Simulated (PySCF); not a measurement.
CH5AlOS. Atoms are numbered in the order given.

```xyz
9

Al     0.9110     0.1384     0.0000
H      2.4700     0.4218     0.0000
O      0.4037    -1.4921     0.0000
C     -0.7900    -2.2266     0.0000
H     -1.7024    -1.5851     0.0000
H     -0.8428    -2.8849     0.8964
H     -0.8428    -2.8849    -0.8964
S     -0.6100     1.7328     0.0000
H      0.3455     2.7056     0.0000
```
Charge 0, spin multiplicity 1.

The structure is a stationary point at PBE-D3(BJ)/def2-SVP. Other conformers were not sampled.

Calculation: PySCF with PBE0/def2-TZVP.

Q: Estimate the frontier levels, gap, dipole moment and polarisability. (Estimate from the structure and the level; the computed values follow.)

A: 
- highest occupied level = -7.69 eV
- lowest empty level = -0.66 eV
- orbital gap = 7.03 eV
- dipole moment = 0.08 D
- quadrupole, principal values (traceless, Buckingham form, about the centre of nuclear charge) = -8.37, 1.49, 6.88 D·Å
- mean static polarisability = 61.4 bohr³ (9.10 Å³)
- polarisability, principal values = 49.3, 63.4, 71.5 bohr³
